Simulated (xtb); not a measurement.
xtb input (GFN1-xTB):

```bash
xtb mol.xyz --gfn 1 --opt tight --chrg 0 --uhf 0
```
mol.xyz:
```
15

C     -0.89760648     0.78145504     1.74876241
Si    -0.21881019     0.30457510     0.06396228
C     -0.73372759     1.55934615    -1.23537752
P     -0.92833600    -1.80209377    -0.39955690
P      2.04947584     0.33331718     0.18998478
H     -1.98982092     0.79912486     1.73400367
H     -0.58340230     0.07294430     2.51687433
H     -0.54742897     1.77465459     2.03784914
H     -0.33617581     1.29589004    -2.21678029
H     -0.37058900     2.55677705    -0.97665823
H     -1.82213826     1.60162683    -1.31425657
H     -0.45531264    -1.77806411    -1.73719677
H     -2.24769328    -1.41456138    -0.76184567
H      2.24391153    -0.31893181    -1.05560797
H      2.14289926    -0.86666998     0.94141897
```

End of the output:

```
     1   6 C        7   1 H                                       1.0958989
     1   6 C        8   1 H                                       1.0960360
     3   6 C        9   1 H                                       1.0955613 (min)
     3   6 C       10   1 H                                       1.0957402
     3   6 C       11   1 H                                       1.0957458
     4  15 P       12   1 H                                       1.3978502
     4  15 P       13   1 H                                       1.3982749
     5  15 P       14   1 H                                       1.3974921
     5  15 P       15   1 H                                       1.3975536

 * 4 distinct bonds (by element types)

   Z      Z             #   av. dist./Å        max./Å        min./Å
   1 H    6 C           6     1.0958320     1.0960360     1.0955613
   6 C   14 Si          1     1.9301843     1.9301843     1.9301843
   1 H   15 P           4     1.3977927     1.3982749     1.3974921
  14 Si  15 P           2     2.2429042     2.2460208     2.2397876

optimized geometry written to: xtbopt.xyz

           -------------------------------------------------
          | TOTAL ENERGY              -16.754427580090 Eh   |
          | GRADIENT NORM               0.000165847776 Eh/α |
          | HOMO-LUMO GAP               5.011844483438 eV   |
           -------------------------------------------------

------------------------------------------------------------------------
------------------------------------------------------------------------
 total:
 SCF:
 ANC optimizer:
```
